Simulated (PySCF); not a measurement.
B(F)2(Me) (CH3BF2), SMILES CB(F)F. Atoms are numbered in the order given.

```xyz
7

B      0.0378    -0.0338     0.0603
F      1.3573    -0.2317     0.0142
F     -0.6083    -0.6626     1.0450
C     -0.7066     0.8476    -0.9962
H     -1.6544     1.2657    -0.6067
H     -0.9683     0.2038    -1.8651
H     -0.0678     1.6636    -1.3856
```
Charge 0, spin multiplicity 1.

Geometry optimised at PBE-D3(BJ)/def2-SVP.

Calculation: PySCF with HF/def2-TZVPD.

Mulliken values depend strongly on the basis, most of all with diffuse functions as here. ESP charges are fitted to the potential on shells at 1.4 to 2.0 van der Waals radii. Atomic charges (e):

```json
[
 {"atom": "B1", "ESP fit": "[?]", "IAO": "0.91", "Mulliken": "0.68"},
 {"atom": "F2", "ESP fit": "[?]", "IAO": "-0.39", "Mulliken": "-0.37"},
 {"atom": "F3", "ESP fit": "[?]", "IAO": "-0.39", "Mulliken": "-0.37"},
 {"atom": "C4", "ESP fit": "[?]", "IAO": "-0.58", "Mulliken": "-0.43"},
 {"atom": "H5", "ESP fit": "[?]", "IAO": "0.15", "Mulliken": "0.18"},
 {"atom": "H6", "ESP fit": "[?]", "IAO": "0.15", "Mulliken": "0.14"},
 {"atom": "H7", "ESP fit": "[?]", "IAO": "0.15", "Mulliken": "0.18"}
]
```

**Question.** What belongs in the gaps? (The exact figures need the calculation; the answer reports its results.)

**Answer.** 
- B1, ESP fit: 0.98
- F2, ESP fit: -0.38
- F3, ESP fit: -0.38
- C4, ESP fit: -0.79
- H5, ESP fit: 0.19
- H6, ESP fit: 0.19
- H7, ESP fit: 0.19
